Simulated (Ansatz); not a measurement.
`[F][GeH2][GeH3]` + `[GeH3][GeH3]` → `[GeH3][GeH2][GeH2][GeH3]` + H–F  (formal exchange of groups at a Ge–F bond)

Gas-phase electronic energies from Ansatz, PBE0-D4/def2-TZVP geometries. CCSD(T)/CBS adds triple-zeta CCSD(T) − MP2 to the extrapolated MP2 energy (def2 sets, frozen cores). This one scheme is used for every species. Functionals use def2-TZVPP. For Ge outer-core shells are correlated without core-valence functions, which leaves a few kJ/mol of doubt a bond. Scalar relativity is left out up to krypton. One conformer a species, not always the lowest.

`[F][GeH2][GeH3]`:

Cartesian coordinates in Å:
```
F 1.137 1.074 -1.739
Ge 1.043 -0.191 -0.533
Ge -1.068 0.113 0.620
H 1.145 -1.512 -1.316
H 2.280 0.002 0.361
H -1.095 1.490 1.297
H -1.216 -0.981 1.690
H -2.226 0.004 -0.380
```

`[GeH3][GeH3]`:

```xyz
8

Ge    0.410   -0.518   -1.014
Ge   -0.410    0.518    1.014
H     1.494   -1.558   -0.683
H    -0.737   -1.225   -1.754
H     1.016    0.542   -1.947
H    -1.504    1.545    0.683
H     0.734    1.239    1.746
H    -1.002   -0.543    1.955
```

`[GeH3][GeH2][GeH2][GeH3]`:

```xyz
14

Ge   -1.458   -1.864    0.479
Ge    0.206   -1.222   -1.160
Ge    1.571    0.580   -0.281
Ge    0.146    2.338    0.585
H    -2.402   -0.680    0.747
H    -0.773   -2.248    1.801
H    -2.292   -3.059   -0.010
H     1.084   -2.433   -1.527
H    -0.502   -0.742   -2.441
H     2.496    1.140   -1.378
H     2.455    0.037    0.857
H    -0.820    2.819   -0.510
H    -0.683    1.797    1.762
H     0.974    3.537    1.076
```

H–F:

Cartesian coordinates in Å:
```
F -0.138 -0.084 0.431
H 0.138 0.084 -0.431
```

```
             level  ΔE (kcal/mol)
         revPBE-D4            0.3
RPA@PBE/def2-TZVPP            1.6
SCS-MP2/def2-TZVPP            2.2
      HF/CBS(def2)           11.3
```

What does CCSD(T)/CBS give? (An estimate is asked.)

Ansatz gave: -0.6 kcal/mol. The listed levels differ from it by 0.9, 2.2, 2.8, 11.9 kcal/mol.

What do rigid-rotor, harmonic-oscillator terms from PBE0-D4/def2-TZVP frequencies (298.15 K, 1 bar) make of the CCSD(T)/CBS value? (Best estimate.)

The calculation gave: ΔZPE = +0.2 kcal/mol, ΔH = +0.9 kcal/mol, ΔS = -2 J/(mol·K), ΔG = +1.0 kcal/mol. Modes under 50 cm⁻¹ make the entropy rough.

Largest T1 diagnostic among the species: 0.012.

The D4 term adds −3.7 kcal/mol with B3LYP and −2.2 kcal/mol with PBE0; it sums over pairs of atoms, weighted by their polarisabilities, and B3LYP, whose exchange is more repulsive, gets the larger term. From r2SCAN to r2SCAN0 (25 % exact exchange), in def2-TZVPP and without D4, ΔE moves by −1.3 kcal/mol.

B3LYP here is the variant with VWN-RPA as its local correlation; programs differ in this.
